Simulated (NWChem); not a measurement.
Isomers of C$_{4}$H$_{4}$F$_{2}$, each optimised at PBE0/def2-SVP with NWChem, gas phase unless a solvent is named. Flexible species stand in one conformer each, which need not be the lowest.  Relative energies count from the lowest isomer at each level and are electronic, without zero-point energy, on those geometries.

A: C(=CC=C)(F)F
B: C=C/C(F)=C/F
C: F[C@@H]1C=C[C@H]1F
D: F/C=C\C=C/F

```tsv
quantity	A	B	C	D
relative energy, PBE/def2-SVP (kcal/mol)	0.0	8.5	15.4	3.7
relative energy, PW6B95/def2-SVP (kcal/mol)	0.0	8.3	13.1	3.5
relative energy, CAM-B3LYP/def2-SVP (kcal/mol)	0.0	8.3	13.7	3.7
relative energy, LDA (Slater exchange, VWN5)/def2-SVP (kcal/mol)	0.0	9.2	13.1	4.8
highest harmonic frequency (cm⁻¹), PBE0/def2-SVP	…	3291	3259	3247
```

**Question.** Fill in the missing entries.

**Answer.** 
- highest harmonic frequency (cm⁻¹), PBE0/def2-SVP, A: 3275
